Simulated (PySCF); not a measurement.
NS, SMILES [N]=S, multiplicity 2. Atoms are numbered in the order given.

```xyz
2

N      0.0000     0.0000    -1.0368
S      0.0000     0.0000     0.4536
```
Charge 0, spin multiplicity 2.

The structure is a stationary point at B3LYP-D3(BJ)/def2-TZVPD.

Computed with PBE/def2-TZVPD in PySCF.

Isolated molecule, no solvent.

- total energy: -452.67651 hartree
- point group: C∞v
- α spin, highest occupied and lowest empty level: -4.91 and -4.73 eV
- β spin, highest occupied and lowest empty level: -8.97 and -4.42 eV
- dipole moment: 0.364 e·Å
- ⟨S²⟩: 0.754 (pure state 0.75)
